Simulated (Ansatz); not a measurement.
Total energies of BrH4Si2, SMILES `[SiH3][SiH]Br` radical.

Z-matrix (Å, degrees):
```
Si
Si 1 2.334
H 1 1.487 2 108.3
H 1 1.485 2 108.4 3 118.9
H 1 1.488 2 111.6 3 -120.5
Br 2 2.228 1 109.9 3 -178.9
H 2 1.491 1 114.6 3 60.5
```

The species carries charge 0 and has multiplicity 2. Correlated methods include outer-core shells of Br, which these sets cover unevenly. Scalar relativity is left out up to krypton. Geometry: relaxed with PBE0-D4/def2-TZVP. Basis def2-TZVPP, the Gaussian-basis code of Ansatz.

RPA on PBE orbitals: Hartree–Fock energy of these orbitals -3152.58852 Eh, correlation -0.88093 Eh (frozen core).

```json
{"functional": "LDA (SPW92)", "energy without D4 (Eh)": "-3149.64027", "D4 term (kJ/mol)": "–"}
{"functional": "PBE", "energy without D4 (Eh)": "-3154.86477", "D4 term (kJ/mol)": "-17.1"}
{"functional": "revPBE", "energy without D4 (Eh)": "-3155.21794", "D4 term (kJ/mol)": "-42.4"}
{"functional": "BLYP", "energy without D4 (Eh)": "-3155.56915", "D4 term (kJ/mol)": "-36.5"}
{"functional": "r2SCAN", "energy without D4 (Eh)": "-3155.49027", "D4 term (kJ/mol)": "-3.8"}
{"functional": "B97M-V", "energy without D4 (Eh)": "-3154.94624", "D4 term (kJ/mol)": "–"}
{"functional": "PBE0", "energy without D4 (Eh)": "-3155.01459", "D4 term (kJ/mol)": "-14.6"}
{"functional": "B3LYP", "energy without D4 (Eh)": "-3155.63094", "D4 term (kJ/mol)": "-28.2"}
{"functional": "r2SCANh", "energy without D4 (Eh)": "-3155.48687", "D4 term (kJ/mol)": "-4.2"}
{"functional": "r2SCAN0", "energy without D4 (Eh)": "-3155.48275", "D4 term (kJ/mol)": "-4.7"}
{"functional": "HSE06 (plane-wave form)", "energy without D4 (Eh)": "-3155.00547", "D4 term (kJ/mol)": "-13.9"}
{"functional": "BHLYP", "energy without D4 (Eh)": "-3155.54857", "D4 term (kJ/mol)": "-25.5"}
{"functional": "CAM-B3LYP", "energy without D4 (Eh)": "-3155.68944", "D4 term (kJ/mol)": "-15.3"}
{"functional": "LC-ωPBE", "energy without D4 (Eh)": "-3155.01885", "D4 term (kJ/mol)": "–"}
{"functional": "ωB97X-V", "energy without D4 (Eh)": "-3155.22671", "D4 term (kJ/mol)": "–"}
{"functional": "ωB97M-V", "energy without D4 (Eh)": "-3155.35489", "D4 term (kJ/mol)": "–"}
{"functional": "B2PLYP", "energy without D4 (Eh)": "-3154.92582", "D4 term (kJ/mol)": "–"}
{"functional": "PBE-QIDH", "energy without D4 (Eh)": "-3154.53146", "D4 term (kJ/mol)": "–"}
```

B3LYP takes the VWN-RPA correlation (the form of Gaussian; ORCA's B3LYP/G). HSE06 is the plane-wave form, built on full-range PBE exchange. The double hybrids freeze the cores in their second-order part.

LC-ωPBE has ω = 0.4 bohr⁻¹.
